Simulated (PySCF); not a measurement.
# Spinor energies of Fe³⁺ (iron, charge +3)

Start: [Ar] 3d5; 3d3/2 filled at m_j = -3/2, -1/2, +1/2, +3/2; 3d5/2 filled at m_j = +5/2. Calculated with PySCF 2.14 in x2c-SVPall-2c: generalised Hartree-Fock with the X2C-1e Hamiltonian and a Gaussian nucleus; one run each with spin-orbit coupling (SO) switched off, then screened by Boettger's factors.

```csv
spinor shell,electrons,"ε, spin-free (eV)","ε, screened SO (eV)",weight of nominal j (screened SO),"rms radius, screened SO (bohr)"
1s1/2,2,-7212.3,-7212.3,1.000,0.0675
2s1/2,2,-921.64,-921.63,1.000,0.288
2p1/2,2,-787.80,-796.74,0.976,0.259
2p3/2,4,-787.80,-783.39,0.988,0.261
3s1/2,2,-152.94,-152.94,1.000,0.868
3p1/2,2,-112.07,-112.64,0.663,0.926
3p3/2,4,-112.07,-111.80,0.832,0.929
3d3/2,4,-56.633,-56.651,0.511,1.07
3d5/2,1,-56.633,-56.558,1.000,1.07
```

```json
{"quantity": "E (hartree)", "spin-free": "-1269.30473", "screened SO": "-1269.31865"}
{"quantity": "M_J", "spin-free": "5/2", "screened SO": "5/2"}
{"quantity": "⟨J²⟩", "spin-free": "8.750", "screened SO": "8.750"}
{"quantity": "⟨L²⟩", "spin-free": "0.000", "screened SO": "0.002"}
{"quantity": "⟨S²⟩", "spin-free": "8.750", "screened SO": "8.748"}
```

Each row is a mean over spinors that exchange with the open shell spreads, by up to 15.783 eV (3p3/2).

Rows whose weight is well below 1 are mixtures of j = l ± 1/2: exchange outweighs spin-orbit coupling there, and the label is only the starting occupation.

Without spin-orbit coupling the j labels of p, d and f shells carry no meaning; the spin-free column gives the mean over the occupied spinors of each nl shell.
